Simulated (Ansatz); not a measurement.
Molecule: InCl3, net charge 0, singlet state. 
Coordinates optimised at B3LYP-D3(BJ)/def2-TZVP (Ansatz, a quantum-chemistry and plane-wave program):
```xyz
4

Cl    -0.6563     2.2193     0.0261
In     0.0000     0.0000     0.0000
Cl    -1.5936    -1.6784     0.0227
Cl     2.2498    -0.5410    -0.0488
```

Property: vertical ionisation energy (to the doublet state of charge +1; each state is the SCF solution reached for its spin; the molecule has degenerate orbitals, so one determinant may break the symmetry), in eV. Valence correlation only, unless marked. Open shells are spin-unrestricted. Spin-orbit coupling is left out. The frozen core is the preceding noble-gas configuration, with the filled d and f shells of earlier blocks. Past Kr the def2 sets carry scalar-relativistic core potentials. CBS(X,Y): correlation extrapolated as X^-3; Hartree-Fock from the larger set.

```
level                 program  vertical ionisation energy (eV)
--------------------  -------  -------------------------------
HF/def2-TZVPPD         Ansatz                            10.90
PBE/def2-TZVPD         Ansatz                            10.78
r2SCAN/def2-TZVPD      Ansatz                            11.07
B3LYP/def2-TZVPD       Ansatz                            11.28
PBE0/def2-TZVPD        Ansatz                            11.40
BHLYP/def2-TZVPD       Ansatz                            11.76
CAM-B3LYP/def2-TZVPD   Ansatz                            11.82
```

Problem. What does CCSD(T)/CBS(def2-TZVPPD,def2-QZVPPD) (Ansatz) give?

Solution. 12.07 eV, so CAM-B3LYP/def2-TZVPD differs from it by -0.25 eV.
